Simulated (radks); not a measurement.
The numbers below are computed, except where a source is named.
Valence configurations of Yb II (all share [Xe]). Code: a radial shooting solver on a logarithmic mesh with Libxc functionals. Model: Dirac Kohn-Sham, PBE, spin-unpolarised, spherical densities, point nucleus; open shells fill j = l - 1/2 first. Energies are relative to 4f14 6s1; eigenvalues in eV.

4f14 6s1: E (eV) 0.000; e(4f5/2) -10.472; e(4f7/2) -9.155; e(6s1/2) -9.275
4f14 5d1: E (eV) 2.785; e(4f5/2) -8.962; e(4f7/2) -7.646; e(5d3/2) -5.704
4f13 6s2: E (eV) 3.205; e(4f5/2) -19.159; e(4f7/2) -17.767; e(6s1/2) -10.924
4f14 6p1: E (eV) 3.451; e(4f5/2) -11.725; e(4f7/2) -10.407; e(6p1/2) -6.521
4f13 5d1 6s1: E (eV) 4.854; e(4f5/2) -16.856; e(4f7/2) -15.465; e(5d3/2) -8.115; e(6s1/2) -10.027
4f13 5d1.5 6s0.5: E (eV) 5.868; e(4f5/2) -15.848; e(4f7/2) -14.459; e(5d3/2) -7.485; e(6s1/2) -9.623
4f13 5d0.5 6s1 6p0.5: E (eV) 5.887; e(4f5/2) -18.573; e(4f7/2) -17.181; e(5d3/2) -9.278; e(6p1/2) -6.930; e(6s1/2) -10.802
4f13 6s1 6p1: E (eV) 7.211; e(4f5/2) -20.380; e(4f7/2) -18.987; e(6p1/2) -7.531; e(6s1/2) -11.576
4f12 5d2 6s1: E (eV) 14.971; e(4f5/2) -23.984; e(4f7/2) -22.519; e(5d3/2) -9.513; e(6s1/2) -10.590
4f12 5d1 6s1 6p1: E (eV) 18.499; e(4f5/2) -27.716; e(4f7/2) -26.250; e(5d3/2) -12.056; e(6p1/2) -7.849; e(6s1/2) -12.165

NIST lists [Xe] 4f14 6s1 as the ground configuration; this level of theory agrees among the configurations tried. The energies are those of spherical spin-averaged densities, not of single terms.
